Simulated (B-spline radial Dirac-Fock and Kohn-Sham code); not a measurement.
**Relative photoemission cross sections at 4000 eV: 4s, 4p1/2, 4p3/2, Ga to La**

Method: independent-particle photoionisation in a Dirac-Hartree-Slater potential with a Latter tail, all multipoles, thresholds from Dirac-Fock ΔSCF. Computed with a radial atomic solver. Cross sections are relative to C 1s, computed as 0.7121 kb at this energy; β is from the dipole term. Free atoms in their tabulated ground configurations, whose changes along a row show as steps; without correlation, outer binding energies come out low.

| Z | element | σ 4s | σ 4p1/2 | σ 4p3/2 | β 4p3/2 | binding 4p3/2 (eV) |
| --- | --- | --- | --- | --- | --- | --- |
| 31 | Ga | 0.234 | 0.0111 | 0.0205 | 1.26 | 5.41 |
| 32 | Ge | 0.297 | 0.0333 | 0.0614 | 1.29 | 6.81 |
| 36 | Kr | 0.596 | 0.291 | 0.532 | 1.39 | 13.01 |
| 38 | Sr | 0.833 | 0.492 | 0.905 | 1.42 | 27.33 |
| 40 | Zr | 1.07 | 0.708 | 1.30 | 1.46 | 37.33 |
| 43 | Tc | 1.45 | 1.08 | 1.97 | 1.51 | 52.09 |
| 46 | Pd | 1.83 | 1.48 | 2.70 | 1.56 | 59.40 |
| 48 | Cd | 2.15 | 1.85 | 3.36 | 1.58 | 78.27 |
| 49 | In | 2.31 | 2.05 | 3.74 | 1.59 | 90.23 |
| 50 | Sn | 2.49 | 2.27 | 4.13 | 1.61 | 102.6 |
| 54 | Xe | 3.27 | 3.26 | 5.98 | 1.65 | 156.8 |
| 56 | Ba | 3.70 | 3.83 | 7.05 | 1.67 | 197.9 |
| 57 | La | 3.93 | 4.14 | 7.62 | 1.67 | 217.0 |
